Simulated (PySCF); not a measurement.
A side-by-side comparison of computed properties.

First species: C4H5Cl3Si.
InChI=1S/C4H5Cl3Si/c1-2-8(3-5)4(6)7/h1,4,8H,3H2/t8-/m0/s1

Second species: C4H9O2PSi.
Numbering: `[CH3:1][C:2](=[O:3])/[CH:4]=[CH:5]/[O:6][SiH2:7][PH2:8]` (hydrogens: H9, H10, H11 on C1; H12 on C4; H13 on C5; H14, H15 on Si7; H16, H17 on P8)

Levels: B3LYP/def2-SVPD for dipole moment, HOMO energy, LUMO energy, HOMO–LUMO gap, static isotropic polarisability and electronic spatial extent ⟨r²⟩ about the centre of nuclear charge; TDDFT B3LYP/def2-SVPD for lowest singlet excitation; TDA B3LYP/def2-SVPD for lowest triplet excitation (Tamm–Dancoff); GFN2-xTB for rotational constant A and rotational constant C. Geometries: GFN2-xTB. All species are isolated and taken at one optimised geometry, non-relativistic unless stated. Electronic properties by PySCF.

The conformers computed, where there is a choice (atom-mapped SMILES and torsion angles):
- `[CH:1]#[C:2][Si@@H:3]([CH2:4][Cl:5])[CH:6]([Cl:7])[Cl:8]`: C2–Si3–C4–Cl5 180°, C2–Si3–C6–Cl7 66°
- `[CH3:1][C:2](=[O:3])/[CH:4]=[CH:5]/[O:6][SiH2:7][PH2:8]`: C1–C2–C4–C5 179°, C4–C5–O6–Si7 -1°, C5–O6–Si7–P8 176°, H–P8–Si7–O6 84°, H–P8–Si7–O6 177°

Values for the first species:

| Quantity | Value |
| --- | --- |
| Dipole moment | 2.11 D |
| HOMO energy | -7.92 eV |
| LUMO energy | -0.96 eV |
| HOMO–LUMO gap | 6.96 eV |
| Lowest singlet excitation | 5.97 eV |
| Lowest triplet excitation (Tamm–Dancoff) | 4.98 eV |
| Static isotropic polarisability | 113.2 au |
| Electronic spatial extent ⟨r²⟩ about the centre of nuclear charge | 2061 bohr² |
| Rotational constant A | 1.135 GHz |
| Rotational constant C | 0.571 GHz |

Problem. Estimate the same properties for the second species, and the change in each.

Solution. 
```
                                                         property       first      second  second less first
                                                    dipole moment      2.11 D      4.03 D            +1.92 D
                                                      HOMO energy    -7.92 eV    -6.97 eV           +0.95 eV
                                                      LUMO energy    -0.96 eV    -1.58 eV           -0.62 eV
                                                    HOMO–LUMO gap     6.96 eV     5.39 eV           -1.57 eV
                                        lowest singlet excitation     5.97 eV     3.86 eV           -2.11 eV
                         lowest triplet excitation (Tamm–Dancoff)     4.98 eV     3.45 eV           -1.53 eV
                                  static isotropic polarisability    113.2 au    113.4 au            +0.2 au
electronic spatial extent ⟨r²⟩ about the centre of nuclear charge  2061 bohr²  2433 bohr²         +372 bohr²
                                            rotational constant A   1.135 GHz   5.426 GHz         +4.291 GHz
                                            rotational constant C   0.571 GHz   0.431 GHz         -0.140 GHz
```

On the first: The polarisability is 16.78 Å³ as a volume (1 au = 0.148185 Å³), or 1.20 au for each of the 94 electrons. The dipole matches unit charges of opposite sign 0.44 Å apart (1 e·Å = 4.8032 D).

On the second: The 8 singlets span 3.86 to 6.43 eV, and their oscillator strengths add up to 0.58. The vertical singlet–triplet gap S1 − T1 is 0.41 eV (TDDFT singlet less Tamm–Dancoff triplet; S1: HOMO→LUMO, weight 0.98; T1: HOMO→LUMO, weight 0.95).
